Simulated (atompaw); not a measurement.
**PBE PAW (atompaw) dataset for iridium, scalar-relativistic all-electron reference.**

- Element: iridium (Ir)
- Generator: atompaw 4.2.0.5
- Type: PAW
- Functional: PBE
- Relativity: scalar-relativistic
- Frozen core: [Kr] 4d10 4f14 5s2
- Valence charge: 15
- Reference configuration: 5p6 5d8 6s1 6p0
- Partial waves: 6s (bound): rc 2.65 bohr; 6s channel at 0.6 Ry: rc 2.65 bohr; 5p (bound): rc 1.25 bohr; 6p (bound, empty): rc 2.15 bohr; 5d (bound): rc 2.65 bohr; 5d channel at 0.9 Ry: rc 2.65 bohr
- Local potential: bessel scheme, radius 2.10 bohr
- Core correction: smooth core density matched at 1.90 bohr
- Augmentation charge: besselshape compensation charge, radius 2.25 bohr; PAW radius 2.65 bohr; waves and projectors: custom polynom gramschmidtortho

All-electron outer shells of the reference configuration (PBE, scalar-relativistic, ld1.x):

```json
{"shell": "5s", "level (eV)": "-95.43", "outermost node (bohr)": "0.50", "outermost maximum (bohr)": "0.89"}
{"shell": "4f", "level (eV)": "-59.54", "outermost node (bohr)": "–", "outermost maximum (bohr)": "0.39"}
{"shell": "5p", "level (eV)": "-52.30", "outermost node (bohr)": "0.54", "outermost maximum (bohr)": "1.01"}
{"shell": "6s", "level (eV)": "-5.55", "outermost node (bohr)": "1.17", "outermost maximum (bohr)": "2.44"}
{"shell": "5d", "level (eV)": "-5.42", "outermost node (bohr)": "0.59", "outermost maximum (bohr)": "1.31"}
{"shell": "6p", "level (eV)": "-0.91", "outermost node (bohr)": "1.40", "outermost maximum (bohr)": "3.74"}
```

**Question.** Estimate the cutoffs (Ry, on a coarse ladder) from which the occupation-weighted sum of valence levels, in a spherical-Bessel basis at the reference potential, stays within 10 and 1 mRy of its value at 400 Ry.

**Answer.** 50 Ry and 70 Ry.

**Question.** Does the potential have ghost states?

**Answer.** No extra level below or beside the all-electron valence levels (s, p, d, f tested).

**Question.** Is the overlap operator S = 1 + Σ q|β⟩⟨β| positive definite (Bessel basis up to 400 Ry)?

**Answer.** Yes: its lowest eigenvalue is 0.12 (s channel).

**Question.** Which valence shell sets the plane-wave cutoff?

**Answer.** 5p: its level needs 50 Ry to come within 1 mRy, against 18 Ry for 5d.
